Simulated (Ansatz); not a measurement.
Program: Ansatz. Geometries: PBE0-D4/def2-TZVP. ΔE: electronic, gas phase. CCSD(T)/CBS is the MP2 limit (def2-TZVPP, def2-QZVPP) plus CCSD(T) − MP2 in def2-TZVPP, frozen cores. DFT in def2-TZVPP. HSE06 is defined as in plane-wave codes. One conformer a species, not always the lowest.

Reaction (formal exchange of groups at a C–Si bond): `C[Si](O)(F)F` + `CC(C)C(C)(C)C` → `CC(C)(C)C(C)(C)C` + `O[SiH](F)F`

```json
{"level": "ωB97X-V", "ΔE (eV)": "0.63"}
{"level": "ωB97M-V", "ΔE (eV)": "0.64"}
{"level": "PBE0", "ΔE (eV)": "0.74"}
{"level": "r2SCAN0", "ΔE (eV)": "0.71"}
{"level": "HSE06", "ΔE (eV)": "0.74"}
{"level": "CAM-B3LYP", "ΔE (eV)": "0.73"}
{"level": "HF/def2-TZVPP", "ΔE (eV)": "0.77"}
{"level": "MP2/CBS(def2)", "ΔE (eV)": "0.55"}
```

What does CCSD(T)/CBS give? (Estimate.)

Computed: +0.59 eV. The listed levels differ from it by 0.04, 0.05, 0.15, 0.12, 0.15, 0.14, 0.18, -0.04 eV.

Largest T1 diagnostic among the species: 0.011.

The D4 term adds −0.10 eV with B3LYP and −0.06 eV with PBE0; it sums over pairs of atoms, weighted by their polarisabilities, and B3LYP, whose exchange is more repulsive, gets the larger term. Leaving LDA and LC-ωPBE aside and taking each functional with its dispersion term where it has one, the values, not all of them listed here, spread over 0.06 eV, from revPBE-D4 to B97M-V. LDA lies −0.15 eV from PBE without D4. At CCSD(T), def2-SVP lies −0.11 eV from the extrapolated value and def2-TZVPP −0.02 eV.

B3LYP here is the variant with VWN-RPA as its local correlation; programs differ in this.
